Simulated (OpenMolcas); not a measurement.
# Se₂⁺ at 2.096 Å: OpenMolcas input and output

Input (each module block was a call of its own in one work directory; start orbitals came from a preliminary run):

```
&GATEWAY
Coord
2
angstrom
Se 0.0 0.0 0.0
Se 0.0 0.0 2.0960
Basis=ANO-RCC-VTZP
Group=XY
RX2C
AMFI
ANGMom
0.0 0.0 0.0
RICD
&SEWARD
&GUESSORB
* RASSCF and CASPT2 blocks for each multiplicity and irrep, as for the first:
&RASSCF
FileOrb=$CurrDir/o22.orb
Symmetry=2
Spin=2
nActEl=7 0 0
Inactive=18 12
RAS2=2 4
CIRoot=8 8 1
Linear
Iterations=120 100
OrbListing=Nothing
PRWF=0.15
>>COPY $Project.RasOrb $CurrDir/o22.orb
>>COPY $Project.rasscf.h5 $CurrDir/r22.h5
&CASPT2
XMultistate=all
Imaginary=0.2
IPEA=0.25
MaxIter=40
>>COPY $Project.JobMix JOB001
&RASSI
Nr of JobIphs=5 8 4 4 5 1
1 2 3 4 5 6 7 8
1 2 3 4
1 2 3 4
1 2 3 4 5
1
SpinOrbit
EJob
Omega
MEES
MESO
Properties=4
'AngMom' 3 'Mltpl  1' 1 'Mltpl  1' 2 'Mltpl  1' 3
Thrs=1.0d-4
>>COPY $Project.rassi.h5 $CurrDir/so.h5
```

```bash
pymolcas m.inp
```

C2 symmetry about the axis (a holds Σ, Δ, Γ; b holds Π, Φ, H; Σ⁺ and Σ⁻ are not told apart); roots by multiplicity and irrep: 2b 8, 4b 4, 4a 4, 2a 5, 6a 1.

RASSI part of the output, in excerpt:

```
SPIN-FREE ENERGIES:
  (Shifted by EMIN (a.u.) =      -4856.1899460169)
 SF State       Relative EMIN(au)   Rel lowest level(eV)    D:o, cm**(-1)      Abs_M
     1             0.0000000000        0.0000000000              0.0000         1.0
     2             0.0000000000        0.0000000000              0.0000         1.0
     9             0.0776982697        2.1142776286          17052.7991         1.0
    10             0.0776982747        2.1142777644          17052.8002         1.0
     3             0.1022286043        2.7817820373          22436.5852         1.0
     4             0.1022286043        2.7817820373          22436.5852         1.0
    13             0.1289584993        3.5091395346          28303.1191         0.0
     5             0.1294489783        3.5224861486          28410.7668         3.0
     6             0.1294489783        3.5224861486          28410.7668         3.0
    17             0.1535162968        4.1773912475          33692.9327         0.0
     7             0.1597658178        4.3474493758          35064.5440         1.0
     8             0.1597658178        4.3474493758          35064.5440         1.0
    18             0.1683930436        4.5822081503          36958.0012         2.0
    19             0.1685691157        4.5869993164          36996.6445         2.0
    20             0.1807008156        4.9171196877          39659.2449         0.0
    21             0.1869844014        5.0881047698          41038.3326         0.0
    11             0.2106935860        5.7332645481          46241.8971         1.0
    12             0.2106935920        5.7332647113          46241.8984         1.0
    14             0.2177083135        5.9241450080          47781.4519         0.0
    15             0.2438810863        6.6363424378          53525.7115         2.0
    16             0.2438984210        6.6368141396          53529.5160         2.0
    22             0.2891834177        7.8690816763          63468.4240         0.0
++ Dipole transition strengths (spin-free states):
     for osc. strength at least  1.00000000E-05
      From   To        Osc. strength     Einstein coefficients Ax, Ay, Az (sec-1)    Total A (sec-1)
         1    3       3.96015730E-05  0.00000000E+00  0.00000000E+00  1.32974444E+04  1.32974444E+04
         1    4       7.09533793E-03  0.00000000E+00  0.00000000E+00  2.38247763E+06  2.38247763E+06
         1   17       1.56851887E-03  3.12731914E+05  8.74975866E+05  0.00000000E+00  1.18770778E+06
         1    7       4.73436744E-04  0.00000000E+00  0.00000000E+00  3.88276027E+05  3.88276027E+05
         1    8       1.31001245E-02  0.00000000E+00  0.00000000E+00  1.07437042E+07  1.07437042E+07
         2    3       7.09533793E-03  0.00000000E+00  0.00000000E+00  2.38247762E+06  2.38247762E+06
         2    4       3.96015735E-05  0.00000000E+00  0.00000000E+00  1.32974445E+04  1.32974445E+04
         2   17       1.56851887E-03  8.74975866E+05  3.12731914E+05  0.00000000E+00  1.18770778E+06
         2    7       1.31001246E-02  0.00000000E+00  0.00000000E+00  1.07437042E+07  1.07437042E+07
         2    8       4.73436742E-04  0.00000000E+00  0.00000000E+00  3.88276025E+05  3.88276025E+05
         9   13       2.21934393E-03  5.16934515E+04  1.35675052E+05  0.00000000E+00  1.87368503E+05
         9   11       8.89161036E-02  0.00000000E+00  0.00000000E+00  5.05317105E+07  5.05317105E+07
         9   12       6.46969003E-05  0.00000000E+00  0.00000000E+00  3.67677530E+04  3.67677530E+04
         9   14       5.13581088E-04  2.34199987E+05  8.92732011E+04  0.00000000E+00  3.23473188E+05
        10   13       2.21934372E-03  1.35675012E+05  5.16934364E+04  0.00000000E+00  1.87368448E+05
        10   11       6.46968949E-05  0.00000000E+00  0.00000000E+00  3.67677438E+04  3.67677438E+04
        10   12       8.89161043E-02  0.00000000E+00  0.00000000E+00  5.05317116E+07  5.05317116E+07
        10   14       5.13581070E-04  8.92731915E+04  2.34199962E+05  0.00000000E+00  3.23473153E+05
         3   18       5.80030626E-04  7.13316882E+04  1.02534552E+04  0.00000000E+00  8.15851434E+04
         3   19       4.59134379E-04  5.05790760E+03  5.98665493E+04  0.00000000E+00  6.49244569E+04
         3   20       7.46765816E-04  2.98659942E+04  1.17883871E+05  0.00000000E+00  1.47749866E+05
         3   21       3.19572128E-04  5.84306700E+04  1.53289386E+04  0.00000000E+00  7.37596086E+04
         4   18       5.80030614E-04  1.02534597E+04  7.13316819E+04  0.00000000E+00  8.15851416E+04
         4   19       4.59134356E-04  5.98665463E+04  5.05790751E+03  0.00000000E+00  6.49244538E+04
         4   20       7.46765868E-04  1.17883870E+05  2.98660061E+04  0.00000000E+00  1.47749876E+05
         4   21       3.19572118E-04  1.53289381E+04  5.84306680E+04  0.00000000E+00  7.37596061E+04
         5   18       4.51621605E-04  4.45937597E+03  1.75479949E+04  0.00000000E+00  2.20073708E+04
         5   19       5.36309241E-04  1.96948745E+04  6.67614413E+03  0.00000000E+00  2.63710186E+04
         6   18       4.51621614E-04  1.75479949E+04  4.45937635E+03  0.00000000E+00  2.20073712E+04
         6   19       5.36309230E-04  6.67614371E+03  1.96948744E+04  0.00000000E+00  2.63710181E+04
        17   21       2.23649518E-04  0.00000000E+00  0.00000000E+00  8.04898440E+03  8.04898440E+03
         7   21       4.97700233E-04  1.04515750E+04  1.39546276E+03  0.00000000E+00  1.18470378E+04
         8   21       4.97700236E-04  1.39546278E+03  1.04515751E+04  0.00000000E+00  1.18470378E+04
        11   15       6.46786255E-04  2.04924733E+03  2.08394328E+04  0.00000000E+00  2.28886801E+04
        11   16       6.47124089E-04  2.08721049E+04  2.05246014E+03  0.00000000E+00  2.29245650E+04
        12   15       6.46786138E-04  2.08394215E+04  2.04924622E+03  0.00000000E+00  2.28886677E+04
        12   16       6.47123972E-04  2.05245903E+03  2.08720935E+04  0.00000000E+00  2.29245526E+04
 Electric-quadrupole - electric-quadrupole not included
 Electric-dipole - electric-octupole not included
 Electric-dipole - magnetic-quadrupole not included
   Eigenvalues of complex Hamiltonian:
  (Shifted by EMIN (a.u.) =      -4856.1899460169)
 SO State       Relative EMIN(au)   Rel lowest level(eV)    D:o, cm**(-1)      Omega
     1            -0.0047158167        0.0000000000              0.0000         0.5
     2            -0.0047158167        0.0000000000              0.0000         0.5
     3             0.0038394357        0.2328002787           1877.6609         1.5
     4             0.0038394357        0.2328002787           1877.6609         1.5
     5             0.0735515176        2.1297626635          17177.6943         2.5
     6             0.0735515176        2.1297626635          17177.6943         2.5
     7             0.0748141200        2.1641198260          17454.8035         1.5
     8             0.0748141200        2.1641198260          17454.8035         1.5
     9             0.0776678902        2.2417748700          18081.1337         0.5
    10             0.0776678902        2.2417748700          18081.1337         0.5
    11             0.0815585049        2.3476438881          18935.0249         0.5
    12             0.0815585049        2.3476438881          18935.0249         0.5
    13             0.1020486532        2.9052092283          23432.0927         0.5
    14             0.1020486532        2.9052092283          23432.0927         0.5
    15             0.1029820156        2.9306073125          23636.9420         1.5
    16             0.1029820156        2.9306073125          23636.9420         1.5
    17             0.1252095788        3.5354501197          28515.3283         3.5
    18             0.1252095788        3.5354501197          28515.3283         3.5
    19             0.1281030718        3.6141860762          29150.3766         0.5
    20             0.1281030718        3.6141860762          29150.3766         0.5
    21             0.1292166444        3.6444879315          29394.7775         1.5
    22             0.1292166444        3.6444879315          29394.7775         1.5
    23             0.1331524996        3.7515880075          30258.5979         2.5
    24             0.1331524996        3.7515880075          30258.5979         2.5
    25             0.1534852699        4.3048708724          34721.1252         0.5
    26             0.1534852699        4.3048708724          34721.1252         0.5
    27             0.1583411409        4.4370058526          35786.8657         1.5
    28             0.1583411409        4.4370058526          35786.8657         1.5
    29             0.1627956079        4.5582180770          36764.5082         0.5
    30             0.1627956079        4.5582180770          36764.5082         0.5
    31             0.1683993559        4.7107038261          37994.3887         2.5
    32             0.1683993559        4.7107038261          37994.3887         2.5
    33             0.1687863594        4.7212347291          38079.3261         1.6
    34             0.1687863594        4.7212347291          38079.3261         1.6
    35             0.1779333908        4.9701381339          40086.8675         0.5
    36             0.1779333908        4.9701381339          40086.8675         0.5
    37             0.1906399725        5.3159018346          42875.6398         0.5
    38             0.1906399725        5.3159018346          42875.6398         0.5
    39             0.2061746524        5.7386220110          46285.1080         2.5
    40             0.2061746524        5.7386220110          46285.1080         2.5
    41             0.2091614774        5.8198976600          46940.6403         1.5
    42             0.2091614774        5.8198976600          46940.6403         1.5
    43             0.2121764641        5.9019396269          47602.3534         0.5
    44             0.2121764641        5.9019396269          47602.3534         0.5
    45             0.2152059375        5.9843757986          48267.2459         0.5
    46             0.2152059375        5.9843757986          48267.2459         0.5
    47             0.2178427531        6.0561272047          48845.9601         1.5
    48             0.2178427531        6.0561272047          48845.9601         1.5
    49             0.2179916597        6.0601791594          48878.6413         0.5
    50             0.2179916597        6.0601791594          48878.6413         0.5
    51             0.2357876266        6.5444320901          52784.4046         3.5
    52             0.2357876266        6.5444320901          52784.4046         3.5
    53             0.2412870418        6.6940788005          53991.3867         2.5
    54             0.2412870418        6.6940788005          53991.3867         2.5
    55             0.2469490631        6.8481502502          55234.0567         1.5
    56             0.2469490631        6.8481502502          55234.0567         1.5
    57             0.2527786105        7.0067803161          56513.4945         0.5
    58             0.2527786105        7.0067803161          56513.4945         0.5
    59             0.2892539693        7.9993253920          64518.9104         0.5
    60             0.2892539693        7.9993253920          64518.9104         0.5
    61             0.2892877319        8.0002441178          64526.3204         1.5
    62             0.2892877319        8.0002441178          64526.3204         1.5
    63             0.2893546127        8.0020640393          64540.9991         2.5
    64             0.2893546127        8.0020640393          64540.9991         2.5
 Weights of the five most important spin-orbit-free states for each spin-orbit state.
 SO State  Total energy (au)           Spin-free states, spin, and weights
    1        -0.004716       2 0.5  0.4991    1 0.5  0.4991   13 1.5  0.0007   21 0.5  0.0007   20 0.5  0.0002
    2        -0.004716       2 0.5  0.4991    1 0.5  0.4991   13 1.5  0.0007   21 0.5  0.0007   20 0.5  0.0002
    3         0.003839       1 0.5  0.4980    2 0.5  0.4980   13 1.5  0.0022   18 0.5  0.0007   19 0.5  0.0007
    4         0.003839       1 0.5  0.4980    2 0.5  0.4980   13 1.5  0.0022   18 0.5  0.0007   19 0.5  0.0007
    5         0.073552       9 1.5  0.4993   10 1.5  0.4993   22 2.5  0.0008   15 1.5  0.0003   16 1.5  0.0003
    6         0.073552       9 1.5  0.4993   10 1.5  0.4993   22 2.5  0.0008   15 1.5  0.0003   16 1.5  0.0003
    7         0.074814       9 1.5  0.4810   10 1.5  0.4810    3 0.5  0.0145    4 0.5  0.0145    7 0.5  0.0040
    8         0.074814       9 1.5  0.4810   10 1.5  0.4810    3 0.5  0.0145    4 0.5  0.0145    7 0.5  0.0040
    9         0.077668      10 1.5  0.4840    9 1.5  0.4840    4 0.5  0.0134    3 0.5  0.0134    8 0.5  0.0023
   10         0.077668      10 1.5  0.4840    9 1.5  0.4840    4 0.5  0.0134    3 0.5  0.0134    8 0.5  0.0023
   11         0.081559      10 1.5  0.4999    9 1.5  0.4999   22 2.5  0.0001   17 0.5  0.0000    4 0.5  0.0000
   12         0.081559      10 1.5  0.4999    9 1.5  0.4999   22 2.5  0.0001   17 0.5  0.0000    4 0.5  0.0000
   13         0.102049       3 0.5  0.4828    4 0.5  0.4828   10 1.5  0.0122    9 1.5  0.0122    8 0.5  0.0046
   14         0.102049       3 0.5  0.4828    4 0.5  0.4828   10 1.5  0.0122    9 1.5  0.0122    8 0.5  0.0046
   15         0.102982       4 0.5  0.4820    3 0.5  0.4820   10 1.5  0.0155    9 1.5  0.0155    7 0.5  0.0023
   16         0.102982       4 0.5  0.4820    3 0.5  0.4820   10 1.5  0.0155    9 1.5  0.0155    7 0.5  0.0023
   17         0.125210       5 0.5  0.4982    6 0.5  0.4982   15 1.5  0.0018   16 1.5  0.0018    8 0.5  0.0000
   18         0.125210       5 0.5  0.4982    6 0.5  0.4982   15 1.5  0.0018   16 1.5  0.0018    8 0.5  0.0000
   19         0.128103      13 1.5  0.9833   21 0.5  0.0153    2 0.5  0.0005    1 0.5  0.0005   11 1.5  0.0002
   20         0.128103      13 1.5  0.9833   21 0.5  0.0153    2 0.5  0.0005
```

g and u states are not told apart. Only roots inside an energy window near the equilibrium distance were included, so the list of states is not complete; labels number the states computed. Each spin and symmetry block has orbitals of its own, averaged over its own roots, so gaps between blocks are less sure than gaps within one and near the minimum can be off by tenths of an eV, in bad cases by more. No Rydberg orbitals are active, so Rydberg states, and σ→σ* states whose orbital the CASSCF left unused, can be missing between those listed. CASPT2 splits the two components of degenerate states numerically, here by up to 39 cm⁻¹. No roots were computed in block 6b (none fell in the window or the block failed), so states of that kind are missing and can lie low or lowest.
